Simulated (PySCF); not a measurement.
## Sn²⁺: excitation energy

Sn²⁺ [Kr] 4d10 5s2 (1S) → Sn²⁺ [Kr] 4d9 5s2 5p1 (high-spin determinant), as a difference of total energies. Calculation: PySCF 2.14, in aug-cc-pVTZ-PP with ECP28MDF; scalar relativity through the core potential. The calculations carry no spin-orbit coupling.

```csv
method,excitation energy (cm⁻¹)
UHF,212160
LDA,215690
PBE,215160
PBE0,215780
r2SCAN,216160
TPSS,213980
r2SCANh,216220
revPBE,215220
```

The determinant of the upper state mixes LS terms, which raises its energy above the lowest term, most at the Hartree-Fock and MP2 levels.
